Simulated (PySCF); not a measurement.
Exercise with solution: oscillator strength and radiative lifetime

C₂H₈N, SMILES CC[NH3+], charge +1.

Coordinates come from a B3LYP-D3(BJ)/def2-SVP optimisation. The isomer is the one that the SMILES or the coordinates give; other isomers of the formula were not compared.

TDDFT-PBE/def2-SVPD (PySCF) puts the first singlet state with f over 0.02 at 8.43 eV (vertical), with the transition dipole (-0.114, 0.501, 0.000) in atomic units.

**Question.** Find the oscillator strength, the wavelength and the radiative lifetime that this transition would have in vacuum if emission retraced absorption.

**Answer.** 
|μ|² = 0.2640 au, so |μ| = 1.31 D. ΔE = 8.43/27.211 = 0.3098 hartree. f = (2/3) ΔE |μ|² = 0.055 (the program prints 0.055).
λ = 1239.84/8.43 = 147 nm; ν = 67993 cm⁻¹.
Einstein's coefficient A = 0.6670 ν² f s⁻¹ (ν in cm⁻¹) = 1.7e8 s⁻¹, so τ = 1/A = 5.9 ns. This state is S2; the lower singlet has f = 0.001. The figure is the radiative limit of this one transition; relaxation, internal conversion, crossing to triplets and a medium change what is measured.
